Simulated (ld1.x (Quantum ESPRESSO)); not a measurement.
**Building the RRKJ potential for zirconium (PBEsol, scalar-relativistic).**

| Quantity | Value |
| --- | --- |
| Element | Zr (Z = 40) |
| Generator | ld1.x (Quantum ESPRESSO) 7.5 |
| Type | norm-conserving RRKJ (Kleinman–Bylander form) |
| Functional | PBEsol |
| Relativity | scalar-relativistic |
| Frozen core | [Ar] 3d10 4s2 |
| Valence charge | 10 |
| Reference configuration | 4p6 4d2 5s1.75 5p0.25 |
| Partial waves | 5s (bound): rc 3.30 bohr; 4p (bound): rc 1.20 bohr; 4d (bound): rc 2.30 bohr |
| Local potential | all-electron potential smoothed inside 1.10 bohr (lloc = -1) |
| Core correction | none |
| rho0 | 0.01 |

Occupied shells without a wave of their own: 5p. They enter only through the test configuration that unscreens the potential.

All-electron outer shells of the reference configuration (PBEsol, scalar-relativistic, ld1.x):

```csv
shell,level (eV),outermost node (bohr),outermost maximum (bohr)
3d,-175.02,–,0.35
4s,-54.78,0.55,1.08
4p,-32.75,0.56,1.17
5s,-4.66,1.47,3.15
4d,-3.89,0.58,1.61
5p,-1.61,1.70,4.10
```

(1) Is a potential produced?

## Answers

(1) No. ld1.x (Quantum ESPRESSO) 7.5 stopped with "compute_phi: phi has nodes before r_c": the RRKJ expansion in Bessel functions gave a pseudo-wave with a node inside its radius. Before that it printed "This function has    1 nodes for 0 < r <    1.205".
